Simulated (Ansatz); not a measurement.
CH₇BSi₂, SMILES `[SiH3]C1B[SiH2]1`, relaxed with RKS PBE-D4/def2-SVP in Ansatz 0.2.0 from a rough embedded geometry. The force threshold is 0.03 eV/Å; the program also tests the step.

Total charge 0; spin multiplicity 1.

Start:

```xyz
11

Si    1.524    0.174    0.016
C    -0.112   -0.261    0.654
B    -0.898   -1.145   -0.343
Si   -1.435    0.823   -0.039
H     2.101    1.346    0.781
H     2.500   -0.970    0.201
H     1.518    0.518   -1.432
H    -0.228   -0.553    1.673
H    -1.108   -2.212   -0.950
H    -1.161    1.513   -1.241
H    -2.701    0.766    0.681
```

```tsv
step	energy (eV)	largest force (eV/Å)	largest move (Å)
1	-17562.5757	1.728	0.000
2	-17563.1104	1.107	0.181
3	-17563.2760	1.120	0.195
4	-17563.3278	0.572	0.200
5	-17563.3725	0.325	0.114
6	-17563.3909	0.179	0.088
7	-17563.3997	0.116	0.111
8	-17563.4014	0.054	0.023
9 (rejected)	-17563.4008	0.095	0.024
10	-17563.4021	0.017	0.011
11	-17563.4030	0.038	0.048
12	-17563.4035	0.040	0.030
13	-17563.4038	0.030	0.023
14	-17563.4040	0.017	0.011
```

End:

```xyz
11

Si    1.527    0.264    0.003
C    -0.112   -0.506    0.550
B    -1.006   -1.275   -0.403
Si   -1.499    0.612   -0.296
H     1.853    1.475    0.834
H     2.624   -0.753    0.184
H     1.477    0.654   -1.448
H     0.048   -0.883    1.583
H    -1.396   -2.413   -0.534
H    -0.837    1.762   -0.992
H    -2.679    1.061    0.519
```

Hardware: 2 threads of an Arm Neoverse V1 on a shared host. Wall time 31 s, peak host memory 0.13 GiB.
